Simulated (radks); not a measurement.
Results of a calculation; reference values are marked as such.
Q: Dipole-allowed excitations along the series with 54 electrons in [Xe]. Code: a radial shooting solver on a logarithmic mesh with Libxc functionals. Model: scalar-relativistic Kohn-Sham, LDA (Slater exchange, VWN5 correlation), spin-unpolarised, spherical densities, finite nucleus; Fermi nuclear charge, rms radius of each element as measured or else 0.836 A^(1/3) + 0.57 fm. Time-dependent linear response with the Hartree and adiabatic LDA kernel, continuum included through the Sternheimer equations, no spin-orbit coupling, so fine structure and intercombination lines are absent. Lines are the poles of the dipole polarisability below minus the highest occupied eigenvalue, found on a grid refined at the orbital gaps; the lowest seven at most are given, and weak or close lines can be missed. The first line takes the name of the lowest orbital gap if no other gap lies below it; otherwise a line is named after a gap within 0.6 % of it, if that gap stands alone.

species  -e(HOMO) (eV)  lowest orbital gap (eV)  first line (eV)      f  strongest line (eV)  its f  static alpha (bohr^3)
La3+            44.921             5p-5d 21.433   24.656 (5p-6s)  0.191  26.165 (unassigned)   5.75                  7.684
Ce4+            60.248             5p-5d 24.665   30.190 (5p-5d)   3.35            the first   3.35                  5.807

Estimate the first line of Ba2+, its oscillator strength and the static polarisability.

A: 18.799 eV (5p-6s), f = 0.432, alpha = 10.71 bohr^3.
